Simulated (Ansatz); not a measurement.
Geometry optimisation, Ansatz, RKS PBE0/6-31G*.

The input (input.yaml):

```yaml
crystal:
  periodic: [false, false, false]
  atoms:
    - { symbol: B, position_ang: [0.050868, -0.095388, 0.197567] }
    - { symbol: "N", position_ang: [0.075646, -0.357832, 1.664604] }
    - { symbol: H, position_ang: [-0.763389, -0.700559, 2.106839] }
    - { symbol: H, position_ang: [0.911726, -0.709718, 2.109755] }
    - { symbol: "N", position_ang: [1.232543, -0.070432, -0.559324] }
    - { symbol: H, position_ang: [2.156066, -0.127905, -0.156889] }
    - { symbol: H, position_ang: [1.234474, 0.252142, -1.513419] }
    - { symbol: H, position_ang: [-1.014647, 0.043044, -0.333139] }
    - { symbol: S, position_ang: [-0.299652, 2.954139, 0.674967] }
    - { symbol: H, position_ang: [-1.574237, 2.598353, 0.437071] }
    - { symbol: H, position_ang: [-0.094198, 1.888356, 1.522768] }
basis:
  gaussian: { orbitals: "6-31G*" }
hamiltonian:
  xc: pbe0
relax:
  f_tol: 0.03
  max_steps: 50
output:
  orbitals: {}
```

Run as:

```bash
$ ansatz run input.yaml --threads 1 --pin off --max-ram 2048MiB --backend cpu --events-out ev --progress --plain --runs-dir out
```

Where does it end, and by what steps?

The forces met the threshold. The force dipped under the threshold on the way, but the program's further checks kept it going. After 28 steps the energy has fallen by 0.256 eV; S9 moved furthest, 1.15 Å.

```csv
step,energy less start (eV),largest force component (eV/Å),accepted
0,0.0000,1.766,yes
1,-0.1149,1.108,yes
2,-0.1691,0.571,yes
3,-0.1878,0.308,yes
4,-0.2086,0.208,yes
5,-0.2235,0.208,yes
6,-0.2304,0.369,yes
7,-0.2429,0.111,yes
8,-0.2472,0.176,yes
9,-0.2094,0.720,no
10,-0.2496,0.103,yes
11,-0.2521,0.133,yes
12,-0.2530,0.106,yes
13,-0.2534,0.103,yes
14,-0.2543,0.051,yes
15,-0.2547,0.024,yes
16,-0.2548,0.033,yes
17,-0.2549,0.072,yes
18,-0.2550,0.033,yes
19,-0.2551,0.012,yes
20,-0.2550,0.141,no
21,-0.2553,0.036,yes
22,-0.2553,0.089,no
23,-0.2554,0.016,yes
24,-0.2555,0.036,yes
25,-0.2555,0.047,yes
26,-0.2555,0.049,yes
27,-0.2556,0.035,yes
28,-0.2556,0.009,yes
```

```xyz
11
Properties=species:S:1:pos:R:3
B 0.110 -0.484 0.077
N 0.042 -0.231 1.479
H -0.728 -0.596 2.018
H 0.868 -0.082 2.041
N 1.268 -0.235 -0.683
H 2.132 0.127 -0.309
H 1.286 -0.369 -1.680
H -0.875 -0.886 -0.480
S -0.724 3.199 1.713
H -0.964 3.367 0.400
H -0.499 1.865 1.574
```

Run time: 84 s on 1 thread of Arm Neoverse V2, with other jobs on the host, peak memory 0.15 GiB.
